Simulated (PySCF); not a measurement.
Zinc: a sound run and one with changed settings

Sound run: Zn [Ar] 3d10 4s2, Zn⁺ [Ar] 3d10 4s1. Computed with PySCF 2.14 in aug-cc-pVDZ-DK, with scalar relativity by spin-free X2C-1e. In the sound run the correlated levels freeze [Ar]. The sound run starts from symmetry-adapted Hartree-Fock orbitals and uses a fine grid where one is needed.

Changed run: a valence shell is frozen. This setting is unsound on purpose.

| species | method | sound run (hartree) | changed run (hartree) | converged |
| --- | --- | --- | --- | --- |
| Zn | MP2 | -1794.73440 | -1794.28955 | yes |

Ionisation energy of Zn:

```tsv
method	sound run (eV)	changed run (eV)
UHF	7.785	7.785
MP2	9.143	8.412
SCS-MP2	9.159	8.538
```

Freezing a valence shell removes pair correlation that changes on ionisation.

For comparison, NIST gives 9.394 eV between the lowest levels.
